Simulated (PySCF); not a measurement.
Gas-phase reaction: 4 ZnCH₃ → 4 ZnH₂ + C + C₃H₄ (propyne)

Method: PySCF energies (xtb for GFN2) plus ideal-gas RRHO corrections (1 bar). † marks an energy on the PBE0/def2-TZVP geometry and frequencies; other levels use their own. CCSD(T) freezes the core. Open shells (unrestricted): ZnCH₃ (multiplicity 2), C (multiplicity 3, electronic degeneracy 9); the rest are closed-shell singlets. GFN2 has no spin-polarisation term. Spin-orbit splitting is ignored; it lowers the true energy and changes the entropy of C. Zn: all electrons, no relativistic terms. ZnCH₃, ZnH₂: computed as isolated molecules; such fragments, hydroxides, amides, oligomers or adducts are transient or little studied in the gas. CCSD(T) isn't extrapolated to the basis-set limit; its ΔH°(298 K) is 631.4 kJ in def2-SVP and 642.2 kJ in def2-TZVPP. The harmonic model lacks anharmonicity and excited electronic states, which grow with temperature; levels with a mode under 35 cm⁻¹ are left out.

```json
[
 {"level": "BLYP/def2-TZVP†", "ΔE electronic, kJ": "741", "ΔH°(298 K), kJ": "662", "ΔS°(298 K), J/K": "191", "ΔG°(1000 K), kJ": "457"},
 {"level": "CCSD(T)/def2-TZVPP†", "ΔE electronic, kJ": "722", "ΔH°(298 K), kJ": "642", "ΔS°(298 K), J/K": "191", "ΔG°(1000 K), kJ": "437"},
 {"level": "GFN2-xTB", "ΔE electronic, kJ": "426", "ΔH°(298 K), kJ": "337", "ΔS°(298 K), J/K": "187", "ΔG°(1000 K), kJ": "132"},
 {"level": "M06-2X/def2-TZVP†", "ΔE electronic, kJ": "831", "ΔH°(298 K), kJ": "752", "ΔS°(298 K), J/K": "191", "ΔG°(1000 K), kJ": "547"},
 {"level": "PBE0/def2-QZVP†", "ΔE electronic, kJ": "807", "ΔH°(298 K), kJ": "727", "ΔS°(298 K), J/K": "191", "ΔG°(1000 K), kJ": "522"},
 {"level": "PBE0/def2-SVP†", "ΔE electronic, kJ": "823", "ΔH°(298 K), kJ": "743", "ΔS°(298 K), J/K": "191", "ΔG°(1000 K), kJ": "539"},
 {"level": "PBE0/def2-TZVP", "ΔE electronic, kJ": "810", "ΔH°(298 K), kJ": "730", "ΔS°(298 K), J/K": "191", "ΔG°(1000 K), kJ": "526"},
 {"level": "r2SCAN/def2-TZVP†", "ΔE electronic, kJ": "779", "ΔH°(298 K), kJ": "700", "ΔS°(298 K), J/K": "191", "ΔG°(1000 K), kJ": "495"},
 {"level": "ωB97M-V/def2-TZVP†", "ΔE electronic, kJ": "720", "ΔH°(298 K), kJ": "640", "ΔS°(298 K), J/K": "191", "ΔG°(1000 K), kJ": "436"}
]
```
ΔH° is lowest at GFN2-xTB and highest at M06-2X/def2-TZVP†. No reference value is set beside these.
